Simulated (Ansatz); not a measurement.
## Reading a saddle point

A first-order saddle point of Si2NH7S, singlet, PBE0-D4/def2-TZVP, with one imaginary mode of 1364i cm⁻¹:

Si1  (-0.338, 0.281, -0.702)
N2  (1.341, 0.937, -0.330)
S3  (0.420, -0.742, -2.328)
H4  (1.478, 0.200, -1.440)
H5  (-1.183, 1.488, -0.936)
Si6  (-1.137, -0.957, 1.118)
H7  (1.492, 1.937, -0.400)
H8  (1.832, 0.570, 0.477)
H9  (-0.051, -1.855, 1.597)
H10  (-2.300, -1.781, 0.697)
H11  (-1.554, -0.077, 2.246)
(Å)

Ansatz 0.2.0; basis: def2-TZVPP and def2-QZVPP; cores frozen in the correlated methods. Extrapolation: Hartree–Fock as exp(−7.88 √X), correlation as X^−2.97.

**Question.** Which contacts change along the imaginary mode, and what lies on either side? (A judgement: the text doesn't fix the answer.)

**Answer.** Computed: The step is Si₂NH₇S ([NH2][SiH]([SiH3])[SH]) → Si₂H₄S ([SiH3][SiH][S]) + NH₃ (still joined by a long Si–N bond), with the molecules in contact on both sides. Shortening one way: N2–H4; lengthening the same way: Si1–N2, S3–H4.
```csv
pair,one side (Å),saddle (Å),other side (Å)
N2–H4,3.45,1.34,1.02
Si1–N2,1.72,1.84,1.97
S3–H4,1.34,1.67,3.16
```

**Question.** Which side is lower, and how far does the saddle lie above each? (Judge from chemistry; the value comes from the calculation.)

**Answer.** By the calculation: The side with Si1–N2, S3–H4 short is lower by 11.30 kcal/mol; the saddle lies 28.01 kcal/mol above it and 16.71 kcal/mol above the other (CCSD(T) at an estimated basis limit (MP2 extrapolated from triple and quadruple zeta, plus CCSD(T) − MP2 in triple zeta); electronic energies).

T1 diagnostic: at most 0.014.

Labels in which every atom is bracketed show which atoms are joined, not bond orders.

For scale, one of the runs: CCSD(T)/def2-TZVPP, 255 basis functions, launched by `ansatz run in.yaml --threads 4 --pin off --events-out ev --progress --plain --max-ram 9574MiB`. Time: 100 s of wall clock on 4 CPU threads of an Arm Neoverse V2; the host was shared. Peak host memory: 5.1 GiB.
